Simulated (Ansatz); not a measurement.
A run for Ansatz (an electronic-structure program): R-CCSD(T)/def2-SVPD on HI (SMILES I) with ghost functions, monomers drawn apart or pushed together. Elements past Kr take the def2 small-core potentials; no spin–orbit coupling. The run froze 9 orbitals, filled d shells among them.

Ansatz 0.2 input:
```yaml
crystal:
  periodic: [false, false, false]
  atoms:
    - {symbol: I, position_ang: [-0.45600496, 0.03804270, 5.16260041]}
    - {symbol: H, position_ang: [-0.04526045, 0.55915510, 3.68663004]}
basis:
  gaussian:
    orbitals: def2-SVPD
    ghost_atoms:
      - {symbol: F, position_ang: [0.55177904, 0.61911929, -0.26114465]}
      - {symbol: H, position_ang: [0.28287210, -0.21341687, -0.56464964]}
magnetization: {spin_polarized: false}
correlation: {method: ccsd_t, electrons: outside_noble_gas}
scf: {lower_state_search: off}
```

**Question.** Give the final energy of this run.

**Answer.** -297.3659 hartree (reference determinant -297.2331, T1 diagnostic 0.009).
